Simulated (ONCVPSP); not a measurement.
**tantalum: one change to an ONCV potential, before and after**

- Element: Ta
- Generator: ONCVPSP 4.0.1
- Type: optimised norm-conserving Vanderbilt (ONCV)
- Functional: PBE
- Relativity: fully relativistic
- Frozen core: [Kr] 4d10
- Valence charge: 27
- Reference configuration: 4f14 5s2 5p6 5d3 6s1.5 (charge +0.5)
- Partial waves: 5s+6s: rc 1.55 bohr, ncon 5, nbas 8, qcut 6.3 1/bohr, 2 projectors; 5p: rc 1.30 bohr, ncon 5, nbas 9, qcut 7.3 1/bohr, 2 projectors, debl 2.3 Ha; 5d: rc 2.60 bohr, ncon 4, nbas 9, qcut 7.3 1/bohr, 2 projectors, debl 1.6 Ha; 4f: rc 0.60 bohr, ncon 4, nbas 8, qcut 29.7 1/bohr, 2 projectors, debl 3.1 Ha
- Local potential: polynomial inside 0.50 bohr (lpopt 5, dvloc0 2 Ha)
- Core correction: Teter function, fcfact 5, rcfact 1.75

Open shells are filled in proportion to 2j + 1.

Change: local potential polynomial inside 0.50 bohr (lpopt 5, dvloc0 4 Ha).

Cutoffs: the cutoffs (Ha) at which the residual kinetic energy of the hardest occupied pseudo-wave falls to 1 and 0.1 mHa per electron; they do not see the model core or the augmentation charge, which bear on the density cutoff. Errors are all-electron minus pseudo energies relative to the spin-unpolarised reference configuration.

**Question.** What does the change do?

**Answer.** The potential gets neither clearly harder nor softer (356 Ha and 394 Ha → 356 Ha and 394 Ha); both files keep a bound ghost (d, f, p, s); the lowest positive-energy flag moves from s at 124.3 eV to d3/2 at 13.1 eV; the number of tests with a reliable result goes from 3 to 4; the errors of the 3 common tests hardly move.

```tsv
quantity	base	changed
cutoff, loose	356 Ha	356 Ha
cutoff, tight	394 Ha	394 Ha
bound ghosts	s, p3/2, d5/2, p1/2, d3/2, f5/2	s, p3/2, d5/2, p1/2, f5/2
GHOST(+) flags under 300 eV	s at 124.3 eV	d3/2 at 13.1 eV, s at 147.4 eV
tests with a reliable result	3 of 4	4 of 4
error for 4f14 5s2 5p6 5d3 6s2, meV [ΔE -3.46 eV]	-0.3	-0.3
error for 4f14 5s2 5p6 5d3 6s1, meV [ΔE 5.01 eV]	-0.2	-0.2
error for 4f14 5s2 5p6 5d3 6s0, meV [ΔE 19.98 eV]	-3.3	-3.4
s: phases at 1.58 bohr within 0.05 rad from the reference energy up to (Ha; the scan ends near 5)	4.0	4.6
p3/2: phases at 1.32 bohr within 0.05 rad from the reference energy up to (Ha; the scan ends near 5)	to the end of the scan	to the end of the scan
p1/2: phases at 1.32 bohr within 0.05 rad from the reference energy up to (Ha; the scan ends near 5)	to the end of the scan	to the end of the scan
d5/2: phases at 2.64 bohr within 0.05 rad from the reference energy up to (Ha; the scan ends near 5)	to the end of the scan	to the end of the scan
d3/2: phases at 2.64 bohr within 0.05 rad from the reference energy up to (Ha; the scan ends near 5)	to the end of the scan	to the end of the scan
f7/2: phases at 0.61 bohr within 0.05 rad from the reference energy up to (Ha; the scan ends near 5)	to the end of the scan	to the end of the scan
f5/2: phases at 0.61 bohr within 0.05 rad from the reference energy up to (Ha; the scan ends near 5)	to the end of the scan	to the end of the scan
rms error of d²Exc/dni dnj with the model core, mHa	2.34	2.34
```

 A true bound ghost makes a file unfit for plane-wave use even where its test errors are small: the radial tests pick states by their node count and pass the ghost by.
